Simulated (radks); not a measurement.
Results of a calculation; reference values are marked as such.
Question: Coherent X-ray form factor from a spherical all-electron density. Level of theory: non-relativistic Kohn-Sham, PBE, spin-polarised, spherical densities, point nucleus (a radial shooting solver on a logarithmic mesh with Libxc functionals).

sin(theta)/lambda (1/angstrom),f0 (electrons)
0.05,6.960
0.1,6.842
0.15,6.652
0.2,6.399
0.25,6.096
0.3,5.755
0.4,5.017
0.5,4.279
0.6,3.611
0.8,2.598
1,1.992
1.25,1.599
1.5,1.394
2,1.132

The species is in the configuration that NIST lists as its ground one. Which atom or ion scatters so?

Answer: The magnesium ion Mg5+, [He] 2s2 2p3. Extrapolating in s^2 from the first two rows gives f0(0) = 7.0, near the electron count 7; among species with that count, the fall with angle is slower the higher Z, and the table is that of Z = 12; from so few rows the species is fixed only to a neighbour or two.
